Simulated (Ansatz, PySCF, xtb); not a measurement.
Noncovalent pair: PH3 (SMILES P) (first 4 atoms) with AsH3 (SMILES [AsH3]); geometry from B3LYP-D3(BJ)/def2-TZVP, rigid monomers moved along the line of their centres of mass till P1···As5 is 5.10 Å.
(charge 0, multiplicity 1):
| atom | x (Å) | y (Å) | z (Å) |
|---|---|---|---|
| P | -0.0237 | 0.1221 | -0.4746 |
| H | 1.3881 | -0.0020 | -0.4601 |
| H | -0.2378 | -1.2642 | -0.2726 |
| H | -0.1115 | 0.0255 | -1.8883 |
| As | 0.2907 | 0.5151 | 4.5976 |
| H | 0.3895 | 0.6414 | 6.1162 |
| H | -1.2190 | 0.7154 | 4.6139 |
| H | 0.5484 | 2.0022 | 4.3922 |

Interaction energies are E(AB) − E(A) − E(B) at the monomers' geometry in the complex; basis-set methods are counterpoise corrected. Rows marked so take none.

Cores are frozen in the correlated methods. Filled d and f shells under p-block atoms count as core. CBS: X⁻³ extrapolation of the correlation energy, Hartree–Fock from the larger set. Rows in 6-31G* carry no dispersion term and start afresh at each structure (6-31G* with six Cartesian d functions); the Pople sets are all-electron and without relativity. MP2/6-31G* freezes PySCF's default core, which leaves 3d correlated.

Programs: Ansatz (an electronic-structure program) with Gaussian orbitals; PySCF for 6-31G* rows, the dispersion terms; xtb for the GFN methods. 

```tsv
level	interaction energy (kJ/mol)
GFN2-xTB	-2.2
PBE/def2-TZVPPD	___
B3LYP/6-31G* (no counterpoise)	___
B3LYP-D4/def2-TZVPPD	-1.8
MP2/6-31G* (no counterpoise)	-1.7
MP2/def2-SVPD	-1.7
MP2/CBS(def2-SVPD, def2-TZVPPD)	-1.7
SCS-MP2/def2-TZVPPD	-1.4
CCSD(T)/CBS(def2-SVPD, def2-TZVPPD)	-1.6
```

Task: Complete the blanks.

Result: 
- PBE/def2-TZVPPD, interaction energy (kJ/mol): -1.0
- B3LYP/6-31G* (no counterpoise), interaction energy (kJ/mol): -0.6
